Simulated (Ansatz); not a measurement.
ClFH6Si3 (`F[SiH]([SiH3])[SiH2]Cl`) at its PBE0-D4/def2-TZVP geometry, where that method's forces vanish. Total charge 0; spin multiplicity 1.

```xyz
11

F    -0.8378   -0.9631   -2.0107
Si   -0.7610   -0.4460   -0.4849
Si   -0.3649    1.8653   -0.4402
Si    0.9391   -1.5932    0.6536
Cl    0.9664   -0.7282    2.5309
H    -2.0623   -0.7625    0.1661
H    -1.3695    2.5738   -1.2768
H     0.9977    2.1585   -0.9571
H    -0.4701    2.3364    0.9652
H     2.2741   -1.3942    0.0360
H     0.6883   -3.0469    0.8179
```

Q: What forces (eV/Å) does r2SCAN-D4/def2-TZVPP give on these atoms in Ansatz 0.2.0? (An estimate is asked.)

A: Computed: 
```
F1  -0.004 -0.012 -0.054
Si2 -0.008  0.001  0.032
Si3 -0.002  0.010  0.007
Si4  0.008 -0.028 -0.033
Cl5  0.001  0.026  0.063
H6   0.012  0.007  0.004
H7   0.019 -0.005  0.014
H8  -0.023  0.002  0.008
H9   0.003  0.002 -0.028
H10 -0.017 -0.014 -0.001
H11  0.012  0.011 -0.012
```
